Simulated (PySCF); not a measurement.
```xyz
3
charge 0 multiplicity 1, angstrom
Ce    0.0000    0.0000   -0.1057
O     1.7152    0.0000    0.5040
O    -1.7152    0.0000    0.5040
```

Level of theory: B3LYP in PySCF with Ce def2-TZVP with ECP28, O def2-TZVP; scalar-relativistic core potentials, no spin–orbit coupling; density-fitted integrals.

This geometry of CeO₂ is a stationary point at this level.

(1) What is the point group?

(2) Is it a minimum?

(3) What are the dipole moment and the gap between the highest occupied and lowest empty levels?

(4) Give the atomic charges and bond orders.

(5) Give the ideal-gas entropy at 298.15 K and 1 bar by parts.

## Answers

(1) C2v.

(2) Yes: all harmonic wavenumbers are real.

(3) 3.97 D and 4.46 eV.

(4) 
| atom | Mulliken | Löwdin | polar tensor | Mayer order to Ce1 |
| --- | --- | --- | --- | --- |
| Ce1 | 1.01 | 0.55 | 2.20 | – |
| O2,3 | -0.50 | -0.27 | -1.10 | 2.11 |

(5) translation 173.0, rotation 90.4, vibration 18.9, spin 0.0; total 282.4 J/(mol K).

This need not be the most stable arrangement of these atoms.
